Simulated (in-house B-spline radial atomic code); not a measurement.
Atomic self-consistent-field run: Er⁷⁺ (an excited or competing configuration). Method: Dirac-Hartree-Fock, average of configuration, Fermi nucleus of rms radius 5.2516 fm. Calculated with a B-spline radial code for spherical atoms.

Command:
```bash
python run_scf.py task.json out
```
Settings (nuclear radius in fm, mass in u):
```
Z                68
configuration    [Kr] 4d10 4f9 5s2 5p3 6g1
hamiltonian      dirac
method           hf
spin_polarised   False
nucleus          fermi
rms_radius       5.2516
atomic_mass      165.9303
speed_of_light   137.035999084
```

Output (hartree, bohr):
```
 radial grid: 68 intervals, B-splines of order 8, outer radius 24.9351 bohr

 iter        energy (Eh)    residual
    1      -13018.867969    1.14e+00
    2      -13051.771535    1.35e+00
    3      -13074.020739    3.16e-01
    4      -13075.441685    1.13e-01
    5      -13075.526274    3.14e-02
    6      -13075.539704    1.57e-02
    7      -13075.542928    8.28e-04
    8      -13075.542932    2.36e-04
    9      -13075.542933    9.57e-06
   10      -13075.542933    2.61e-07

 total energy                    -13075.54293
 kinetic                           14428.9061
 electron-nucleus                 -32067.0553
 electron-electron                  4562.6063

 first-order corrections (not in the total)
   Gaunt                            14.3033
   retardation                      -1.5094
   frequency dependence             -0.2157
   self-energy                      10.1695
   Uehling                          -1.7431
   Wichmann-Kroll                    0.0607
   recoil                            0.0274

 orbital      occ     eigenvalue          <r>       <r^2>       <1/r>       r_max    small
 1s1/2      2.000     -2130.2050    0.0203678 0.000567817       77.54     0.01286  6.48e-02
 2s1/2      2.000      -366.6044    0.0858284   0.0087648     18.6653     0.07335  1.45e-02
 2p1/2      2.000      -348.5832    0.0715579  0.00634565     18.5955     0.05519  1.45e-02
 2p3/2      4.000      -314.8103    0.0787935  0.00755948     16.1426     0.06138  1.33e-02
 3s1/2      2.000       -88.0576     0.224214   0.0576009     6.84794       0.207  4.69e-03
 3p1/2      2.000       -80.1586     0.214341   0.0534807     6.74946       0.195  4.62e-03
 3p3/2      4.000       -72.9384     0.227801    0.060212     6.12724      0.2077  4.29e-03
 3d3/2      4.000       -59.6248     0.201141   0.0475665     5.99485      0.1643  4.15e-03
 3d5/2      6.000       -58.0663     0.205331   0.0494368     5.84251      0.1679  4.05e-03
 4s1/2      2.000       -22.2891     0.506027    0.288808     2.85223      0.4735  1.49e-03
 4p1/2      2.000       -19.0571     0.515764    0.302457     2.73996      0.4765  1.41e-03
 4p3/2      4.000       -17.3971     0.544401    0.336733     2.53936      0.5026  1.30e-03
 4d3/2      4.000       -12.0463     0.569173    0.374509     2.32685      0.5054  1.13e-03
 4d5/2      6.000       -11.7367     0.579455     0.38793      2.2752      0.5141  1.09e-03
 4f5/2      3.857        -5.3447     0.661894    0.531768     1.86797      0.4939  7.70e-04
 4f7/2      5.143        -5.2961     0.668385    0.542092       1.849      0.4986  7.58e-04
 5s1/2      2.000        -6.3471      1.14875     1.46978     1.16315       1.066  3.66e-04
 5p1/2      1.000        -5.3617      1.22929      1.6881     1.07765       1.133  3.24e-04
 5p3/2      2.000        -5.0644      1.28997     1.85648     1.01468       1.192  2.99e-04
 6g7/2      0.444        -0.9028      5.34218     32.3404    0.233421       5.715  2.62e-05
 6g9/2      0.556        -0.9030      5.34086     32.3255    0.233501       5.713  2.62e-05
```

Time taken, with all properties: 2.7 s on 1 thread of Arm Neoverse N1, on a shared host.

For the Dirac Hamiltonian the kinetic term is c α·p + (β - 1)c².
